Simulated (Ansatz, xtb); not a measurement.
Process, species as SMILES: C[O][Ge]([O]C)([O]C)[O]C [tetramethoxygermane] + 8 [H][H] (H2) -> 4 C (CH4) + [GeH4] (GeH4) + 4 O (H2O)
Structures are relaxed separately at B3LYP-D3(BJ)/def2-TZVP in Ansatz (a first-principles code), one conformer each, not searched for the lowest.

Quantity: energy of full hydrogenation (electronic energy difference), in kcal/mol. Valence correlation only, unless marked. Spin-orbit coupling is left out. The frozen core is the preceding noble-gas configuration, with the filled d and f shells of earlier blocks. Non-relativistic. CBS marks a two-point X^-3 extrapolation of the correlation energy; Hartree-Fock from the larger set. The bracket is a focal-point correction in the basis named.

```
level                        program  energy of full hydrogenation (kcal/mol)
--------------------  --------------  ---------------------------------------
GFN2-xTB                         xtb                                    -96.8
HF/6-31G*                     Ansatz                                    -97.4
PBE/def2-TZVPD                Ansatz                                   -106.7
PBE-D4/def2-TZVPD     Ansatz + dftd4                                    -98.7
revPBE/def2-TZVPD             Ansatz                                   -110.0
r2SCAN-D4/def2-TZVPD  Ansatz + dftd4                                    -92.8
B3LYP/def2-TZVPD              Ansatz                                   -107.0
```

Task: What does RI-MP2/CBS(cc-pVTZ,cc-pVQZ)+[CCSD(T)-MP2]/cc-pVTZ (Ansatz) give?

Result: -95.2 kcal/mol
